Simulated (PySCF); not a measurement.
A calculated (LDA, PySCF 2.14, aug-cc-pVDZ-DK, the spin-free X2C one-electron Hamiltonian (Gaussian nucleus)) atom or ion has these occupied shells.

| shell | electrons | orbital energy (eV) | rms radius, mean of both spins (bohr) |
| --- | --- | --- | --- |
| 1s β | 1 | -9526.3 | 0.0581 |
| 1s α | 1 | -9526.2 | 0.0581 |
| 2s α | 1 | -1185.7 | 0.246 |
| 2s β | 1 | -1185.0 | 0.246 |
| 2p α | 3 | -1033.2 | 0.219 |
| 2p β | 3 | -1032.7 | 0.219 |
| 3s α | 1 | -158.13 | 0.730 |
| 3s β | 1 | -156.94 | 0.730 |
| 3p α | 3 | -112.60 | 0.770 |
| 3p β | 3 | -111.47 | 0.770 |
| 3d α | 5 | -38.852 | 0.944 |
| 3d β | 4 | -37.851 | 0.944 |
| 4s β | 1 | -26.127 | 2.33 |

Task: Name the element and its charge.

Result: Zn(2+) (zinc, charge +2), in [Ar] 3d9 4s1, 4s spin antiparallel (an excited configuration).
